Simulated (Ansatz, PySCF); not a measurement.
Process, species as SMILES: c1cc[nH]c1 -> H atom + C1=C[N]C=C1 (the H-N bond at the site shown breaks; other sites are not compared here)
Geometries: B3LYP-D3(BJ)/def2-TZVP minima from Ansatz (an electronic-structure program). Markedly spin-contaminated UHF reference, which strains HF, MP2 and, less, CCSD(T): C1=C[N]C=C1.

Property: bond dissociation energy (enthalpy at 298 K, with B3LYP-D3(BJ) rigid-rotor harmonic-oscillator terms from PySCF), in kcal/mol. Correlated levels leave the core frozen unless marked. Open shells are spin-unrestricted. No spin-orbit coupling. No relativistic terms. 

| level | program | bond dissociation energy (kcal/mol) |
|---|---|---|
| HF-D4/def2-TZVPD | PySCF + dftd4 | 67.2 |
| RI-HF/cc-pVQZ | Ansatz | 65.7 |
| PBE-D3(BJ)/def2-TZVPD | Ansatz + dftd3 | 93.6 |
| PBE-D4/def2-TZVPD | Ansatz + dftd4 | 93.5 |
| r2SCAN-D3(BJ)/def2-TZVPD | Ansatz + dftd3 | 92.0 |
| r2SCAN-D4/def2-TZVPD | Ansatz + dftd4 | 92.0 |
| B97M-V/def2-TZVPD | Ansatz | 92.2 |
| B3LYP-D4/def2-TZVPD | Ansatz + dftd4 | 93.9 |
| BHLYP-D3(BJ)/def2-TZVPD | Ansatz + dftd3 | 92.3 |
| TPSSh-D3(BJ)/def2-TZVPD | PySCF + dftd3 | 93.8 |
| TPSSh-D4/def2-TZVPD | PySCF + dftd4 | 93.7 |
| TPSSh/def2-TZVPD | PySCF | 93.2 |
| r2SCAN0-D4/def2-TZVPD | Ansatz + dftd4 | 92.1 |
| HSE06-D3(BJ)/def2-TZVPD | Ansatz + dftd3 | 93.6 |
| HSE06-D4/def2-TZVPD | Ansatz + dftd4 | 93.6 |
| CAM-B3LYP-D4/def2-TZVPD | Ansatz + dftd4 | 94.8 |
| LC-wPBE/def2-TZVPD | Ansatz | 93.0 |
| MP2/cc-pVDZ | Ansatz | 95.8 |
| SCS-MP2/6-31G* | Ansatz | 89.5 |
| CCSD(T)/STO-3G | Ansatz | 99.7 |
